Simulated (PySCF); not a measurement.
Start geometry of `BN(B)BN` from a GFN2-xTB structure with every atom displaced at random (by about 0.01 Å) (Å):
```
atom  x, y, z in Å
B1    -0.9891   -1.1222    0.4947
N2    -0.4904    0.1065   -0.0392
B3    -1.3555    1.2028   -0.3600
B4     0.9903    0.2584   -0.2944
N5     1.8744   -0.3307    0.5516
H6    -0.3059   -2.0095    0.6797
H7    -2.1461   -1.1927    0.7111
H8    -0.8713    2.1708   -0.8572
H9    -2.4774    1.1525   -0.0740
H10    1.3355    0.8818   -1.1927
H11    1.5965   -0.8814    1.3660
H12    2.8788   -0.2645    0.4468
```

Q: What comes out of this run: PySCF 2.14.0, PBE0-D3(BJ)/def2-SVP geometry optimisation, gas phase?

A: 
```
atom  x, y, z in Å
B1    -1.0687   -0.7612    0.5365
N2    -0.5041    0.3492   -0.1635
B3    -1.3858    1.3244   -0.7367
B4     0.9553    0.5280   -0.3174
N5     1.8750   -0.3869    0.1815
H6    -0.3552   -1.6029    1.0389
H7    -2.2664   -0.8685    0.6350
H8    -0.9264    2.2732   -1.3272
H9    -2.5801    1.1849   -0.6227
H10    1.3613    1.5035   -0.9016
H11    1.6152   -1.2242    0.6871
H12    2.8699   -0.2500    0.0765
```

The energy falls by 6.1 kcal/mol over 11 energy and gradient evaluations, the largest force component goes from 0.0448 to 2.1e-04 Eh/bohr, and the atoms move by 0.391 Å rms after alignment. The bond that changes most is B1–H6 (three-coordinate boron to B–H hydrogen), which lengthens by 0.077 Å. Bonds longer at the end by more than 0.005 Å: 6 of 11; shorter: 2. Among the angles that change most is B1–N2–B3, from 122.0° to 118.8°. Among the dihedrals that turn most is B1–N2–B4–N5, from -35° to 2°. Rotational constants go from 9348, 3974, 2895 to 9773, 3885, 2780 MHz. The orientation of the end geometry is arbitrary; only internal coordinates are fixed.

The run used 105 basis functions and 75 SCF cycles in all.

No PBE0-D3(BJ)/def2-SVP frequencies stand behind this structure, so it isn't proved a minimum.
